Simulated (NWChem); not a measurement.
System: C2H2BF; SMILES C#CBF

NWChem printed, in part:

```
             Northwest Computational Chemistry Package (NWChem) 7.3.0
             --------------------------------------------------------

 CS  symmetry detected

                             Geometry "geometry" -> ""
                             -------------------------

 Output coordinates in angstroms (scale by  1.889725989 to convert to a.u.)

  No.       Tag          Charge          X              Y              Z
 ---- ---------------- ---------- -------------- -------------- --------------
    1 B                    5.0000    -0.54226521    -0.68919276     0.00000000
    2 C                    6.0000    -0.09692068     0.77101710     0.00000000
    3 C                    6.0000     0.20869971     1.94960879     0.00000000
    4 H                    1.0000     0.48584035     2.98947311     0.00000000
    5 F                    9.0000     0.36249501    -1.65136789     0.00000000
    6 H                    1.0000    -1.70764361    -1.00495362     0.00000000

 Effective nuclear repulsion energy (a.u.)      82.1622834650

      Symmetry information
      --------------------

 Group name             Cs
 Group number              2
 Group order               2
 No. of unique centers     6

                                 NWChem DFT Module
                                 -----------------

 Summary of "ao basis" -> "ao basis" (spherical)
 ------------------------------------------------------------------------------
       Tag                 Description            Shells   Functions and Types
 ---------------- ------------------------------  ------  ---------------------
 B                           6-31g*                  6       14   3s2p1d
 C                           6-31g*                  6       14   3s2p1d
 H                           6-31g*                  2        2   2s
 F                           6-31g*                  6       14   3s2p1d

      Symmetry analysis of basis
      --------------------------

        a'         44
        a"         16

            General Information
            -------------------
          SCF calculation type: DFT
          Wavefunction type:  closed shell.
          No. of atoms     :     6
          No. of electrons :    28
           Alpha electrons :    14
            Beta electrons :    14
          Charge           :     0
          Spin multiplicity:     1
          Use of symmetry is: on ; symmetry adaption is: on
          Maximum number of iterations: 150
          AO basis - number of functions:    60
                     number of shells:    28
          Convergence on energy requested:  1.00D-06
          Convergence on density requested:  1.00D-05
          Convergence on gradient requested:  5.00D-04

              XC Information
              --------------
                         B3LYP Method XC Potential
                     Hartree-Fock (Exact) Exchange  0.200
                        Slater Exchange Functional  0.800 local
                    Becke 1988 Exchange Functional  0.720 non-local
              Lee-Yang-Parr Correlation Functional  0.810
                  VWN I RPA Correlation Functional  0.190 local

             Grid Information
             ----------------
          Grid used for XC integration:  xfine
          Radial quadrature: Mura-Knowles
          Angular quadrature: Lebedev.
          Tag              B.-S. Rad. Rad. Pts. Rad. Cut. Ang. Pts.
          ---              ---------- --------- --------- ---------
          B                   0.85      100          11.0      1454
          C                   0.70      100          10.0      1454
          H                   0.35      100          11.0      1202
          F                   0.50      100          12.0      1454
          Grid pruning is: on
          Number of quadrature shells:   600
          Spatial weights used:  Erf1

      Superposition of Atomic Density Guess
      -------------------------------------

 Sum of atomic energies:        -200.21539389

      Non-variational initial energy
      ------------------------------

 Total energy =    -201.676778
 1-e energy   =    -436.079098
 2-e energy   =     152.240037
 HOMO         =      -0.337403
 LUMO         =      -0.024813

      Symmetry analysis of molecular orbitals - initial
      -------------------------------------------------

  Numbering of irreducible representations:

     1 a'          2 a"

  Orbital symmetries:

     1 a'          2 a'          3 a'          4 a'          5 a'
     6 a'          7 a'          8 a'          9 a'         10 a"
    11 a'         12 a'         13 a"         14 a'         15 a"
    16 a'         17 a'         18 a"         19 a'         20 a'
    21 a'         22 a'         23 a'         24 a"

     ---------------------------------------------
      Total Density - Mulliken Population Analysis
     ---------------------------------------------

    Atom       Charge   Shell Charges
 -----------   ------   -------------------------------------------------------
    1 B    5     4.36   2.00  0.58  0.98  0.47  0.26  0.08
    2 C    6     6.23   2.00  0.76  1.94  0.70  0.81  0.02
    3 C    6     6.18   2.00  0.75  1.80  0.64  0.95  0.03
    4 H    1     0.72   0.42  0.30
    5 F    9     9.46   2.00  0.95  3.45  0.97  2.08  0.01
    6 H    1     1.06   0.49  0.57

   convergence    iter        energy       DeltaE   RMS-Dens  Diis-err
 ---------------- ----- ----------------- --------- --------- ---------
 d= 0,ls=0.0,diis     1   -202.0210320679 -2.84D+02  1.80D-02  5.23D-01
 d= 0,ls=0.0,diis     2   -202.0206822297  3.50D-04  8.76D-03  7.64D-01
 d= 0,ls=0.0,diis     3   -202.0854237194 -6.47D-02  2.62D-03  4.65D-02
 d= 0,ls=0.0,diis     4   -202.0885369275 -3.11D-03  1.27D-03  5.97D-03
 d= 0,ls=0.0,diis     5   -202.0889509395 -4.14D-04  5.37D-04  3.36D-03
  Resetting Diis
 d= 0,ls=0.0,diis     6   -202.0893924104 -4.41D-04  8.53D-05  4.57D-05
 d= 0,ls=0.0,diis     7   -202.0893983506 -5.94D-06  3.30D-05  1.58D-06
 d= 0,ls=0.0,diis     8   -202.0893983563 -5.72D-09  1.66D-05  1.72D-06
 d= 0,ls=0.0,diis     9   -202.0893985801 -2.24D-07  4.18D-06  1.62D-07

         Total DFT energy =     -202.089398580104
      One electron energy =     -438.586620491523
           Coulomb energy =      180.429755854974
    Exchange-Corr. energy =      -26.094817408598
 Nuclear repulsion energy =       82.162283465044

 Numeric. integr. density =       27.999999993359

                  Occupations of the irreducible representations
                  ----------------------------------------------

                     irrep           alpha         beta
                     --------     --------     --------
                     a'               12.0         12.0
                     a"                2.0          2.0

                       DFT Final Molecular Orbital Analysis
                       ------------------------------------

 Vector   12  Occ=2.000000D+00  E=-3.495420D-01  Symmetry=a'
              MO Center= -5.8D-01, -8.8D-01, -3.5D-16, r^2= 2.0D+00
   Bfn.  Coefficient  Atom+Function         Bfn.  Coefficient  Atom+Function
  ----- ------------  ---------------      ----- ------------  ---------------
    60      0.330117  6 H  s                 47      0.325229  5 F  px
     3     -0.260912  1 B  px                48      0.262076  5 F  py
    20     -0.251810  2 C  s                 59      0.243760  6 H  s
    18      0.224590  2 C  py                51      0.224969  5 F  px
    52      0.185211  5 F  py                 4     -0.150366  1 B  py

 Vector   13  Occ=2.000000D+00  E=-3.027325D-01  Symmetry=a"
              MO Center=  3.3D-02,  1.2D+00, -2.0D-16, r^2= 1.6D+00
   Bfn.  Coefficient  Atom+Function         Bfn.  Coefficient  Atom+Function
  ----- ------------  ---------------      ----- ------------  ---------------
    19      0.411533  2 C  pz                33      0.395289  3 C  pz
    23      0.240621  2 C  pz                37      0.241608  3 C  pz
    49     -0.114559  5 F  pz                 5      0.097042  1 B  pz
    53     -0.090453  5 F  pz                 9      0.051250  1 B  pz

 Vector   14  Occ=2.000000D+00  E=-2.909912D-01  Symmetry=a'
              MO Center= -9.9D-03,  1.3D+00, -6.7D-16, r^2= 1.7D+00
   Bfn.  Coefficient  Atom+Function         Bfn.  Coefficient  Atom+Function
  ----- ------------  ---------------      ----- ------------  ---------------
    31      0.407551  3 C  px                17      0.387749  2 C  px
    35      0.265940  3 C  px                21      0.196348  2 C  px
    60      0.144743  6 H  s                 32     -0.112896  3 C  py
    59      0.085287  6 H  s                 18     -0.083236  2 C  py
    36     -0.078073  3 C  py                 3     -0.059072  1 B  px

[...]

                         DFT ENERGY GRADIENTS

    atom               coordinates                        gradient
                 x          y          z           x          y          z
   1 B      -1.024733  -1.302385   0.000000    0.008576  -0.006263   0.000000
   2 C      -0.183154   1.457011   0.000000   -0.000465  -0.002835   0.000000
   3 C       0.394385   3.684226   0.000000    0.000099  -0.000402   0.000000
   4 H       0.918105   5.649285   0.000000    0.001543   0.006174   0.000000
   5 F       0.685016  -3.120633   0.000000   -0.003883   0.004802   0.000000
   6 H      -3.226979  -1.899087   0.000000   -0.005870  -0.001476   0.000000
```

Level: B3LYP/6-31G* (spherical d). Structure relaxed at the PBE0/def2-SVP level. B3LYP is NWChem's, with the RPA form of VWN correlation.

Problem. Which NWChem input produces such a log?

Solution. This is not unique; one that fits is the input that was run:
```
start job
memory heap 200 mb stack 900 mb global 1100 mb
geometry units angstroms noautoz
  B     -0.536677    -0.699538     0.000000
  C     -0.089067     0.759979     0.000000
  C      0.218382     1.938095     0.000000
  H      0.497136     2.977528     0.000000
  F      0.366589    -1.663116     0.000000
  H     -1.702544    -1.013490     0.000000
end
basis spherical
  B library 6-31g*
  C library 6-31g*
  H library 6-31g*
  F library 6-31g*
end
dft
  xc b3lyp
  grid xfine
  iterations 150
  mulliken
end
task dft gradient
```
